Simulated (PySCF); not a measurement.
C₃H₆N₂Si, SMILES C1N=C[SiH2]C=N1. Atoms are numbered in the order given.

```xyz
12

C      0.0000     1.4433    -0.2397
N      0.0000     1.2880     1.0272
C      0.0000     0.0000     1.6855
N      0.0000    -1.2880     1.0272
C      0.0000    -1.4433    -0.2397
Si     0.0000     0.0000    -1.4640
H      0.0000     2.4917    -0.5916
H      0.8698     0.0000     2.3691
H     -0.8698     0.0000     2.3691
H      0.0000    -2.4917    -0.5916
H     -1.2091     0.0000    -2.3381
H      1.2091     0.0000    -2.3381
```

Geometry: B3LYP-D3(BJ)/def2-SVP. This is a generated structure with no PubChem entry under its InChIKey; it may be hypothetical. The values are those of a single conformer.

These are PySCF with KT2/pcSseg-1 values and carry that method's errors.

GIAO shieldings, no solvent; atoms alike by connectivity are averaged. δ = σ(ref) − σ: ¹³C against TMS (σ = 185.1 ppm); ¹⁵N against NH3 (σ = 266.2 ppm); ²⁹Si against TMS (σ = 361.9 ppm); ¹H against TMS (σ = 31.47 ppm), references at their B3LYP-D3(BJ)/def2-TZVP geometries, non-relativistic.

```tsv
nucleus	atoms	count	δ (ppm)
¹³C	C1, C5	2	162.5
¹³C	C3	1	81.2
¹⁵N	N2, N4	2	445.7
²⁹Si	Si6	1	-136.0
¹H	H7, H10	2	9.35
¹H	H8, H9	2	6.81
¹H	H11, H12	2	4.06
```
